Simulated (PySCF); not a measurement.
C6H8N2S.
Numbering: `[CH2:1]=[CH:2][c:3]1[cH:4][c:5]([S:6][CH3:7])[n:8][nH:9]1`

Probes without a nucleus sit at each ring's centroid and 1 Å off its mean plane on both sides; NICS is minus the shielding there, NICSzz its component along the normal. Level: GIAO PBE0/pcSseg-1 (PySCF, non-relativistic, gas phase) on the GFN2-xTB geometry, one conformer.

Ring bond lengths (Å), with Mayer bond orders in brackets: C3–C4 1.385 (1.39), C4–C5 1.405 (1.30), C5–N8 1.326 (1.46), N8–N9 1.334 (1.20), N9–C3 1.358 (1.07).

Problem. What do the NICS probes read (ppm)?

Solution. 
| ring | type | NICS(0) | NICS(1), two faces | NICS(1)zz, two faces | rms pucker (Å) | centre to ring atoms, mean (Å) |
| --- | --- | --- | --- | --- | --- | --- |
| C3–C4–C5–N8–N9 | 5-membered ring with 2 N; formal bonds all aromatic | -11.4 | -10.5 / -10.5 | -25.9 / -25.9 | 0.00 | 1.16 |

Problem. What do they say, and how far can they be read as aromaticity?

Solution. 
- C3–C4–C5–N8–N9: mean NICS(1)zz -25.9 ppm, shielded, aromatic by this magnetic criterion (flat ring, no four-coordinate atom).

Problem. How equal are the bonds by HOMA? HOMA = 1 − mean of α(R − Ropt)² over the ring bonds, with Krygowski's 1993 parameters (CC: Ropt 1.388 Å, α 257.7 Å⁻²; CN: Ropt 1.334 Å, α 93.52 Å⁻²; NN: Ropt 1.309 Å, α 130.33 Å⁻²).

Solution. 
- C3–C4–C5–N8–N9: HOMA 0.96; the largest term is that of N8–N9, α(R − Ropt)² = 0.08. The geometric and the magnetic index point the same way.

Problem. At the second NICS(1) probe listed for ring C3–C4–C5–N8–N9, 1 Å off the ring, what do the in-plane components average?

Solution. The isotropic value is a third of the trace: (3 × -10.5 − (-25.9))/2 = -2.8 ppm.

Problem. How shielded are the nuclei of the rings and their hydrogens (means over atoms taken as equivalent)?

Solution. 
| atoms | environment | σ isotropic (ppm) | principal values of the symmetric part, first atom (ppm) |
| --- | --- | --- | --- |
| C3 | substituted aromatic carbon | 38.9 | -21.5, 15.6, 122.5 |
| C4 | aromatic CH carbon | 83.6 | 15.0, 76.5, 159.2 |
| C5 | substituted aromatic carbon | 30.6 | -41.3, 18.8, 114.2 |
| N8 | pyridine-type nitrogen | -52.5 | -263.3, -63.9, 169.7 |
| N9 | pyrrole-type nitrogen | 49.3 | -52.0, 84.1, 115.9 |
| H on C4 | aromatic hydrogen | 25.17 | 21.3, 25.2, 29.0 |
| H on N9 | N–H hydrogen | 22.78 | 17.3, 24.3, 26.7 |

Time: 1.8 min of wall time; peak memory 0.99 GiB. Hardware: one thread of an Intel Xeon at 2.50 GHz, no GPU, on a shared host. This is the whole shielding run at PBE0/pcSseg-1, SCF included.

Shape of the structure used: `[CH2:1]=[CH:2][c:3]1[cH:4][c:5]([S:6][CH3:7])[n:8][nH:9]1`: C1–C2–C3–C4 0°, C4–C5–S6–C7 180°.
